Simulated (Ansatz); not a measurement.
`[CH3][GeH2][Se]C`, relaxed with RKS PBE0-D4/def2-TZVP in Ansatz from a PBE-D4/def2-SVP geometry. The force threshold is 0.005 eV/Å; the program also tests the step.

The species carries charge 0 and has multiplicity 1.

Start:

```xyz
12

C     0.386   -0.125   -1.827
Ge   -1.026   -0.620   -0.549
Se   -1.245    1.001    1.172
C     0.512    0.663    2.011
H     1.358   -0.026   -1.305
H     0.483   -0.905   -2.609
H     0.139    0.842   -2.306
H    -0.693   -1.996    0.100
H    -2.415   -0.681   -1.241
H     0.576    1.335    2.887
H     0.586   -0.387    2.352
H     1.338    0.899    1.315
```

Task: By how much does the energy fall, and how many steps does the optimiser take? (An estimate is asked.)

Result: Computed: 4.13 kJ/mol, in 6 steps.

Task: Which bonds change most? (Estimate.)

Result: The calculation gave: Ge2–Se3 from 2.374 to 2.351 Å; Se3–C4 from 1.976 to 1.957 Å; C4–H12 from 1.106 to 1.088 Å; C4–H11 from 1.106 to 1.089 Å.

Task: Give the relaxed structure. (Estimate.)

Result: The calculation gave: 
```xyz
12

C     0.387   -0.130   -1.804
Ge   -1.022   -0.622   -0.546
Se   -1.234    0.975    1.166
C     0.514    0.668    1.989
H     1.348   -0.071   -1.291
H     0.461   -0.879   -2.595
H     0.164    0.840   -2.248
H    -0.706   -1.990    0.096
H    -2.396   -0.672   -1.236
H     0.558    1.311    2.867
H     0.609   -0.371    2.298
H     1.316    0.939    1.305
```
